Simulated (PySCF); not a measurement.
B3LYP has the VWN-RPA correlation part, as in Gaussian. Excitations are Tamm–Dancoff values on a coarser integration grid. The basis has no diffuse functions, so Rydberg states are missing or too high.

Z-matrix (Å, degrees):
```
C
N 1 1.3577
C 2 1.3145 1 119.24
H 3 1.0975 2 116.55 1 179.99
C 3 1.4185 4 119.27 2 179.99
C 5 1.3761 3 118.38 4 180.00
H 6 1.0912 5 121.85 3 179.99
H 5 1.0917 6 121.50 7 -0.01
C 6 1.4174 7 119.54 5 179.97
C 9 1.4191 6 122.56 7 -0.01
F 10 1.3380 9 117.76 6 -0.01
C 10 1.3748 11 119.81 9 180.00
H 12 1.0910 10 119.59 11 0.01
C 12 1.4105 13 121.97 10 179.99
H 14 1.0926 12 118.30 13 -0.01
C 14 1.3972 15 118.47 12 179.98
B 16 1.5418 14 119.06 15 -0.09
H 17 1.2001 16 122.62 14 -179.74
H 17 1.2090 18 119.65 16 -179.93
```
Charge 0, multiplicity 1.

Estimate the brightest of the four lowest singlets (TDA), S1 excitation (TDA) and HOMO–LUMO gap that B3LYP-D3(BJ)/def2-TZVP // B3LYP-D3(BJ)/def2-SVP (PySCF 2.14.0) returns for this input.


brightest of the four lowest singlets (TDA): 4.28 eV
S1 excitation (TDA): 3.73 eV
HOMO–LUMO gap: 4.42 eV
